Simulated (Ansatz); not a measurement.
Geometry optimisation, RKS revPBE/def2-SVP in Ansatz 0.2.0.

The input (input.yaml):

```yaml
crystal:
  periodic: [false, false, false]
  atoms:
    - { symbol: Si, position_ang: [0.421101, 0.25244, 0.267401] }
    - { symbol: H, position_ang: [-1.635079, 0.156838, 1.959761] }
    - { symbol: O, position_ang: [1.972259, 0.441152, -0.59405] }
    - { symbol: H, position_ang: [2.333149, -0.247185, -1.183776] }
    - { symbol: H, position_ang: [-0.62293, 1.025853, -0.477548] }
    - { symbol: H, position_ang: [0.108805, -1.217056, 0.278082] }
    - { symbol: O, position_ang: [1.039825, 0.949371, 1.644267] }
    - { symbol: Al, position_ang: [2.790108, 1.190877, 1.146134] }
    - { symbol: H, position_ang: [3.832153, 0.069985, 1.63447] }
    - { symbol: H, position_ang: [3.235147, 2.709233, 0.892522] }
    - { symbol: H, position_ang: [-1.042539, 0.465392, 2.232236] }
basis:
  gaussian: { orbitals: def2-SVP }
hamiltonian:
  xc: revpbe
relax:
  f_tol: 0.03
  max_steps: 50
```

Run as:

```bash
$ ansatz run input.yaml --threads 2 --pin off --max-ram 3072MiB --backend cpu --events-out ev --progress --plain --runs-dir out
```

Task: Where does it end, and by what steps?

Result: The run converged. The force dipped under the threshold on the way, but the program's further checks kept it going. After 25 steps the energy has fallen by 0.167 eV; H2 moved furthest, 1.61 Å.

```tsv
step	energy less start (eV)	largest force component (eV/Å)	accepted
0	0.0000	1.634	yes
1	-0.0969	0.303	yes
2	-0.1297	0.152	yes
3	-0.1365	0.500	yes
4	-0.1477	0.083	yes
5	-0.1497	0.035	yes
6	-0.1509	0.047	yes
7	-0.1522	0.182	yes
8	-0.1535	0.190	yes
9	-0.1548	0.343	yes
10	-0.1566	0.251	yes
11	-0.1582	0.200	yes
12	-0.1609	0.075	yes
13	-0.1607	0.063	no
14	-0.1613	0.013	yes
15	-0.1627	0.092	yes
16	-0.1630	0.291	yes
17	-0.1644	0.100	yes
18	-0.1648	0.083	yes
19	-0.1654	0.041	yes
20	-0.1652	0.163	no
21	-0.1662	0.049	yes
22	-0.1665	0.095	yes
23	-0.1668	0.057	yes
24	-0.1670	0.014	yes
25	-0.1671	0.021	yes
```

```xyz
11
Properties=species:S:1:pos:R:3
Si 0.626 0.057 -0.327
H -1.951 0.722 3.433
O 2.286 0.531 -0.762
H 2.870 -0.029 -1.306
H -0.340 0.800 -1.200
H 0.508 -1.426 -0.544
O 0.789 0.604 1.213
Al 2.556 1.102 1.221
H 3.592 0.033 1.820
H 2.827 2.677 1.272
H -1.332 0.724 2.981
```

Whether the end is a true minimum wasn't checked by a vibrational analysis.

Time of the run: 53 s on 2 threads of Arm Neoverse V1 (shared host), peak memory 0.13 GiB.
